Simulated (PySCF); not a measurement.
## Worked example: oscillator strength and radiative lifetime

Zn(OH)(OSiH3) (H₄O₂SiZn), SMILES [Zn]([O][SiH3])[OH].

Geometry: PBE0-D3(BJ)/def2-SVP. The structure was generated by enumeration; whether it is a known compound was not checked. Other conformers were not sampled.

TDDFT-PBE/def2-SVPD (PySCF 2.14.0) puts the first singlet state with f over 0.02 at 5.18 eV (vertical), with the transition dipole (0.114, -0.403, -0.148) in atomic units.

Problem. Find the oscillator strength, the wavelength and the radiative lifetime that this transition would have in vacuum if emission retraced absorption.

Solution. 
|μ|² = 0.1973 au, so |μ| = 1.13 D. ΔE = 5.18/27.211 = 0.1904 hartree. f = (2/3) ΔE |μ|² = 0.025 (the program prints 0.025).
λ = 1239.84/5.18 = 239 nm; ν = 41779 cm⁻¹.
Einstein's coefficient A = 0.6670 ν² f s⁻¹ (ν in cm⁻¹) = 2.9e7 s⁻¹, so τ = 1/A = 34 ns. This state is S3; the lower singlets have f = 0.007, 0.007. The figure is the radiative limit of this one transition; relaxation, internal conversion, crossing to triplets and a medium change what is measured.
